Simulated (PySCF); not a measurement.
Species: C5H7PS.
Numbering: `[CH3:1][PH:2][c:3]1[cH:4][cH:5][s:6][cH:7]1`

Structure used (GFN2-xTB), in Å, numbered top down from 1:
```xyz
14
C5H7PS angstrom
C     -2.2112   -0.5218    0.0595
P     -1.2284    0.4628   -1.1695
C      0.3910    0.3626   -0.3435
C      1.1829   -0.8185   -0.3466
C      2.3694   -0.6540    0.2835
S      2.5671    0.9459    0.8857
C      1.0209    1.3939    0.2816
H     -1.9379   -1.5723   -0.0298
H     -3.2682   -0.4180   -0.1781
H     -2.0254   -0.1845    1.0776
H     -1.5502    1.7159   -0.6328
H      0.8641   -1.7410   -0.7997
H      3.1529   -1.3701    0.4345
H      0.6724    2.3985    0.4208
```

NICS is the negative of the GIAO shielding at a point without a nucleus: at the ring centre (0) and 1 Å above and below it (1); zz is the component along the ring normal. Level: GIAO PBE0/pcSseg-1 (PySCF, non-relativistic, gas phase) on the GFN2-xTB geometry, one conformer.

Ring bond lengths (Å), with Mayer bond orders in brackets: C3–C4 1.422 (1.23), C4–C5 1.353 (1.60), C5–S6 1.721 (1.18), S6–C7 1.719 (1.17), C7–C3 1.361 (1.57).

**Question.** Give the NICS values of each ring in ppm.

**Answer.** 
```json
{"ring": "C3–C4–C5–S6–C7", "type": "5-membered ring with S; formal bonds all aromatic", "NICS(0)": "-12.4", "NICS(1), two faces": "-11.4 / -11.4", "NICS(1)zz, two faces": "-27.1 / -26.6", "rms pucker (Å)": "0.00", "centre to ring atoms, mean (Å)": "1.28"}
```

**Question.** What can be read from them?

**Answer.** 
- C3–C4–C5–S6–C7: mean NICS(1)zz -26.8 ppm, shielded. For a flat ring without four-coordinate atoms the NICS criterion counts such a value as aromatic.

**Question.** What does the geometric index give? HOMA = 1 − mean of α(R − Ropt)² over the ring bonds, with Krygowski's 1993 parameters (CC: Ropt 1.388 Å, α 257.7 Å⁻²; CS: Ropt 1.677 Å, α 94.09 Å⁻²).

**Answer.** 
- C3–C4–C5–S6–C7: HOMA 0.77; the largest term is that of C4–C5, α(R − Ropt)² = 0.31. The geometric and the magnetic index point the same way.

**Question.** At the first NICS(1) probe listed for ring C3–C4–C5–S6–C7, 1 Å off the ring, how large is the induced field along the normal in 9.4 T applied along it?

**Answer.** NICSzz × B0 = -27.1 ppm × 9.4 T = -255 μT, against the applied field.
